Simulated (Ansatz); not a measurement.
## F⁻ ··· SO$_{2}$

The pair of F⁻ (SMILES [F-], atom 1) and SO$_{2}$ (SMILES O=S=O, atoms 2–4), both closed shells, in one local arrangement (a lower one may exist), relaxed at PBE0-D4/def2-TZVPD:

```
4
angstrom
F 0.0757 -0.0273 -1.4838
O -0.4081 1.1966 0.6039
S -0.4023 -0.2047 0.1780
O 0.7347 -0.9647 0.7019
```

Computed with Ansatz 0.2.0 (basis: def2-TZVPPD, with def2-QZVPPD for the basis limit); correlated methods freeze the cores. B3LYP uses VWN-RPA correlation. Extrapolation: Hartree–Fock as exp(−7.88 √X), correlation as X^−2.97. Interaction energies count from these two fragments, frozen as in the pair, with the counterpoise correction; negative means bound.

**Question.** What is the interaction energy by CCSD(T) at an estimated basis limit (MP2 extrapolated from triple and quadruple zeta, plus CCSD(T) − MP2 in triple zeta)? (An estimate is asked for; the value comes from the calculation.)

**Answer.** The calculation gives: -231.8 kJ/mol. Hartree–Fock alone gives -268.6 kJ/mol at the basis limit. It counts from the two fragments frozen as in the pair.

The same quantity by other methods in triple zeta, and each one's difference from that estimate:
```
   method  E_int (kJ/mol)  difference
   PBE-D4          -225.7         6.1
revPBE-D4          -213.7        18.1
  BLYP-D4          -201.6        30.2
r2SCAN-D4          -247.8       -16.0
   B97M-V          -241.1        -9.3
  PBE0-D4          -253.2       -21.4
 B3LYP-D4          -229.4         2.4
 HSE06-D4          -253.3       -21.5
  wB97X-V          -246.7       -14.9
  wB97M-V          -242.9       -11.1
   B2PLYP          -214.6        17.2
       HF          -264.6       -32.8
      MP2          -202.3        29.5
     CCSD          -224.2         7.6
  CCSD(T)          -213.1        18.7
```
Differences are method less estimate.

**Question.** Which atoms make the shortest contact between the fragments?

**Answer.** F1 and S3, 1.74 Å apart.

Energy to bend the free fragments (PBE0-D4 minima) into their shapes in the pair, CCSD(T)/def2-TZVPPD: SO$_{2}$ 6.9 kJ/mol. This must be added to the interaction energy to get the binding energy from relaxed fragments.

Basis-set superposition shift (counterpoise-corrected less uncorrected): CCSD(T) 8.4; MP2 8.3; HF 0.5; PBE0-D4 0.7; wB97M-V 0.6 kJ/mol.

The T1 diagnostic stays at or below 0.024. The restricted Hartree–Fock reference is unstable towards an unrestricted one at one or more of these structures.

For scale, one of the runs: CCSD(T)/def2-TZVPPD, 171 basis functions, launched by `ansatz run in.yaml --threads 2 --pin off --events-out ev --progress --plain --max-ram 5222MiB`. The run took 20 s on 2 CPU threads of an Arm Neoverse V1 (shared host), with 1.1 GiB of host memory at its peak.
